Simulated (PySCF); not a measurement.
Working out the ionisation energy of Tc²⁺

Tc²⁺ [Kr] 4d5 (6S) → Tc³⁺ [Kr] 4d4 (5D). Computed with PySCF 2.14 in cc-pVDZ-PP with ECP28MDF (4s4p3d1f, 38 functions), with a scalar-relativistic core potential. Frozen: 4s2 4p6. Energies in hartree (1 hartree = 27.21139 eV):

```tsv
part	Tc²⁺ (lower)	Tc³⁺ (upper)
UHF	-79.119777	-78.059071
MP2 opposite-spin	0.000000	0.000000
MP2 same-spin	-0.041470	-0.023067
```

Problem. What does Hartree-Fock give?

Solution. (-78.059071) − (-79.119777) = 1.060706 hartree = 28.863 eV.

Problem. What do MP2 and SCS-MP2 (6/5 opposite-spin, 1/3 same-spin) give?

Solution. The opposite-spin parts differ by 0.000 eV and the same-spin parts by 0.501 eV. MP2: 28.863 + (0.000) + (0.501) = 29.364 eV. SCS-MP2: 28.863 + 1.2 × (0.000) + (0.501)/3 = 29.030 eV.

Reference: 29.55 eV (semi-empirical (NIST evaluation); NIST Atomic Spectra Database, ionization energies), between the lowest levels; spin-orbit coupling is absent from the calculation.

A double-zeta basis recovers only part of the correlation energy.

What remains against the reference includes basis incompleteness, the frozen core and correlation beyond second order.
